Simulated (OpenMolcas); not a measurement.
**Pt III: effect of the basis set**

* Program: OpenMolcas 26.06
* Method: SS-CASPT2, IPEA 0.25 Eh, imaginary shift 0.1 Eh (closed shells correlated: 5s 5p)
* Active space: 8 electrons in 5 orbitals (5d)
* State averaging: 2S+1 = 3 even, 10 roots; 2S+1 = 1 even, 15 roots
* Spin-orbit coupling: state interaction with AMFI integrals over the reference wave functions, term energies averaged over their components

A. ANO-R1 [7s5p4d2f], X2C, finite nucleus; CASPT2 step roughly 2.8 core-seconds
B. ANO-RCC-VDZP [7s6p4d2f], DKH2, point nucleus; CASPT2 step roughly 1.8 core-seconds
C. ANO-R2 [8s6p5d3f1g], X2C, finite nucleus; CASPT2 step roughly 16 core-seconds
D. ANO-RCC-VTZP [8s7p5d3f1g], DKH2, point nucleus; CASPT2 step of the order of 8 core-seconds
E. ANO-RCC-VQZP [9s8p6d4f2g1h], DKH2, point nucleus; CASPT2 step about 13 core-seconds
F. ANO-R3 [9s7p6d4f2g2h], X2C, finite nucleus; CASPT2 step of the order of 14 core-seconds

Energies in cm-1 above 5d8 3F4, the measured ground level; measured values from NIST levels as listed in McCann et al., Mon. Not. R. Astron. Soc. 538, 537 (2025).

```tsv
Level	A	B	C	D	E	F	Measured
5d8 3F4	0.0	0.0	0.0	0.0	0.0	0.0	0.0
5d8 3F3	10310	10470	9990	9990	10100	10170	9752
5d8 3P2 [52 %]	16840	17120	15730	15770	15870	15960	
5d8 3P0	18420	18690	17030	17110	17050	17100	14939
5d8 3P1	21100	21470	19340	19410	19490	19590	16782
5d8 1G4	24230	24440	22750	22830	22710	22750	21331
5d8 1S0	49690	50120	48490	48610	48370	48440
```

Deviations, from unrounded energies. A percentage is the sum of absolute deviations over the sum of measured energies, with the sign that they share, or ± where signs differ.

| Against measurement | Levels | A | B | C | D | E | F |
| --- | --- | --- | --- | --- | --- | --- | --- |
| mean absolute deviation (cm-1) | 4 | 2800 | 3100 | 1600 | 1600 | 1600 | 1700 |
| fine structure of the ground term (%) | 1 | +5.8 | +7.3 | +2.4 | +2.4 | +3.6 | +4.3 |
| other terms of the ground configuration (%) | 3 | +20.2 | +21.8 | +11.4 | +11.9 | +11.7 | +12.1 |

C, D, E lie about equally close to measurement and B furthest from it. The largest miss of C in the table is 5d8 3P1, by +2600 cm-1. The ranking rests on the paired levels alone, and a cruder setting can come out closer through cancelling errors.

The two smallest mean deviations differ by little beside CASPT2's spread within terms, so their order carries little weight.

Among A to F the level of the table that moves most is 5d8 3P1, by 2100 cm-1 (lowest in C, highest in B). Moves below CASPT2's spread within the term are not significant.

CASPT2 breaks the degeneracy within a term, and the mean is taken; among the terms shown or strongly mixed into the levels shown the widest spread is 730 cm-1 (5d8 1G, E). Configurations with an s electron lie low in 5d ions of this charge, fall among these levels and mix in, so low-spin terms can stand far too high, up to twice their true height, and weights are not those of the real levels. Some terms miss by over 15 % even with CASPT2, which points to a basis or an active space too small for the shells correlated. Computed and measured levels are paired by configuration, term and J; levels that our copy of the source lacks, or whose pairing is in doubt (as where it misses far off the trend of its configuration), stay unpaired and out of the deviations. Only configurations of the active space appear. The table leaves out levels that lie high or whose names do not pair safely across all columns.

A share in square brackets marks a mixed level and gives the weight of the term that names it, the lowest over the columns.
